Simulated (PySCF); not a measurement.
# Two-component Hartree-Fock for Sn³¹⁺ (tin, charge +31)

Start: [Ar] 3d1; 3d3/2 filled at m_j = +3/2. Calculated with PySCF 2.14 in an uncontracted even-tempered set (16 s from 5.2 bohr⁻², ratio 2.8; 12 p from 6.8 bohr⁻², ratio 2.8; 8 d from 6.8 bohr⁻², ratio 2.8; 3 f from 20 bohr⁻², ratio 3): generalised Hartree-Fock with the X2C-1e Hamiltonian and a Gaussian nucleus; one run each with spin-orbit coupling (SO) switched off, then screened by Boettger's factors.

```json
{"spinor shell": "1s1/2", "electrons": "2", "ε, spin-free (eV)": "-30887.0", "ε, screened SO (eV)": "-30884.2", "weight of nominal j (screened SO)": "1.000", "rms radius, screened SO (bohr)": "0.0333"}
{"spinor shell": "2s1/2", "electrons": "2", "ε, spin-free (eV)": "-6024.5", "ε, screened SO (eV)": "-6023.4", "weight of nominal j (screened SO)": "1.000", "rms radius, screened SO (bohr)": "0.134"}
{"spinor shell": "2p1/2", "electrons": "2", "ε, spin-free (eV)": "-5562.8", "ε, screened SO (eV)": "-5727.2", "weight of nominal j (screened SO)": "1.000", "rms radius, screened SO (bohr)": "0.116"}
{"spinor shell": "2p3/2", "electrons": "4", "ε, spin-free (eV)": "-5562.8", "ε, screened SO (eV)": "-5487.2", "weight of nominal j (screened SO)": "1.000", "rms radius, screened SO (bohr)": "0.121"}
{"spinor shell": "3s1/2", "electrons": "2", "ε, spin-free (eV)": "-2172.5", "ε, screened SO (eV)": "-2172.2", "weight of nominal j (screened SO)": "1.000", "rms radius, screened SO (bohr)": "0.334"}
{"spinor shell": "3p1/2", "electrons": "2", "ε, spin-free (eV)": "-2014.6", "ε, screened SO (eV)": "-2055.1", "weight of nominal j (screened SO)": "0.999", "rms radius, screened SO (bohr)": "0.324"}
{"spinor shell": "3d3/2", "electrons": "1", "ε, spin-free (eV)": "-1839.5", "ε, screened SO (eV)": "-1846.3", "weight of nominal j (screened SO)": "1.000", "rms radius, screened SO (bohr)": "0.291"}
```

(1) Where does 3p3/2 lie, and what is the 3p spin-orbit splitting (screened SO)?

```
   quantity    spin-free  screened SO
E (hartree)  -5484.18080  -5485.90211
        M_J          3/2          3/2
       ⟨J²⟩        3.992        3.750
       ⟨L²⟩        6.001        6.011
       ⟨S²⟩        0.750        0.761
```

Each row is a mean over spinors that exchange with the open shell spreads, by up to 15.683 eV (3p1/2).

Breit and QED terms are absent; they matter most for the inner s and p1/2 levels.

Densities and radii are taken from the X2C orbitals without a picture-change correction, which distorts them close to the nucleus.

Without spin-orbit coupling the j labels of p, d and f shells carry no meaning; the spin-free column gives the mean over the occupied spinors of each nl shell, and its ⟨J²⟩ belongs to a mixture of degenerate components.

## Answers

(1) At -1995.8 eV, 59.308 eV above 3p1/2.
